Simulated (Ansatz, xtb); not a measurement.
Species: C2H3Cl2 (charge 0, doublet). It need not be the lowest isomer of its formula. SMILES: Cl[CH]CCl
Geometry from a B3LYP-D3(BJ)/def2-TZVP (Ansatz, a first-principles code) optimisation:
```
C
H 1 1.0853
H 1 1.0862 2 111.05
C 1 1.4532 2 113.14 3 -126.40
H 4 1.0794 1 122.52 2 162.37
Cl 4 1.7043 5 115.31 1 -164.09
Cl 1 1.8644 2 104.59 3 112.06
```
Charge 0, spin multiplicity 2.

Harmonic wavenumbers from GFN2-xTB (xtb, at its own minimum), cm⁻¹: 80, 259, 366, 461, 536, 733, 931, 1092, 1129, 1182, 1241, 1407, 3006, 3024, 3102.

Give the harmonic wavenumbers at B3LYP-D3(BJ)/def2-TZVP (Ansatz, finite differences of forces, unscaled).

88, 271, 387, 506, 571, 734, 952, 1115, 1179, 1237, 1332, 1475, 3102, 3168, 3219 cm⁻¹. Zero-point energy 27.6 kcal/mol.

From these and the geometry, give the ideal-gas thermochemistry at 298.15 K and 1 atm (rigid rotor, harmonic oscillator).

Point group C1, rotational symmetry number 1. Rotational constants 12.62, 1.954, 1.79 GHz. S(trans) 39.66, S(rot) 26.39, S(vib) 8.02, S(elec, spin only) 1.38, S 75.4 cal/(mol K). H(298) - H(0) 3.72 kcal/mol; G - E(el) 8.9 kcal/mol.
